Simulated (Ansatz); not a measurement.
Born–Oppenheimer molecular dynamics of H$_{6}$OSn (8 atoms, charge 0, multiplicity 1). It starts at the highest image of a converged band, a first-order saddle point between two minima.

Level of theory: RKS PBE0/def2-SVP (Ansatz 0.2.0).

* ensemble: NVE (velocity Verlet)
* time step: 0.5 fs
* steps asked: 200
* starting velocities drawn for: 300 K
* seed: 10117

First frame:

```xyz
8
Properties=species:S:1:pos:R:3
Sn 0.054 -0.098 -0.091
O 0.156 -0.210 2.088
H -0.649 -0.244 2.625
H 1.548 0.356 -0.782
H -0.935 1.311 0.067
H -0.872 -1.268 -0.932
H 1.009 -1.743 0.845
H 0.655 -1.232 1.680
```

Q: How far do the bonds stretch over the last three quarters of this one trajectory? (Pairs bonded in most of those frames.)

A: 
```json
{"bond": "Sn1–H4", "mean (Å)": "1.722", "spread (Å)": "0.017", "shortest": "1.69", "longest": "1.75"}
{"bond": "Sn1–H5", "mean (Å)": "1.725", "spread (Å)": "0.018", "shortest": "1.70", "longest": "1.76"}
{"bond": "Sn1–H6", "mean (Å)": "1.732", "spread (Å)": "0.018", "shortest": "1.71", "longest": "1.77"}
{"bond": "Sn1–H7", "mean (Å)": "1.712", "spread (Å)": "0.040", "shortest": "1.65", "longest": "1.78"}
{"bond": "O2–H3", "mean (Å)": "0.967", "spread (Å)": "0.019", "shortest": "0.94", "longest": "1.00"}
{"bond": "O2–H8", "mean (Å)": "0.966", "spread (Å)": "0.015", "shortest": "0.94", "longest": "0.99"}
```

Mean temperature of the second half: 2064 K. The conserved energy stayed within 0.12 meV per atom of its start (net change 0.08 meV per atom), so the integration is sound. The kinetic energy rose, since the run started high on the potential surface and went downhill. It ends in pieces (H2O + H4Sn), so much of that is their flight and rotation, not heat. A run of 0.1 ps of so small a system gives no equilibrium averages. The orbitals stay closed-shell, which can raise the energy where a bond breaks towards radicals; this wasn't checked here.

The run took 13 min on 1 thread of Arm Neoverse N1, with other jobs on the host, peak memory 0.13 GiB.
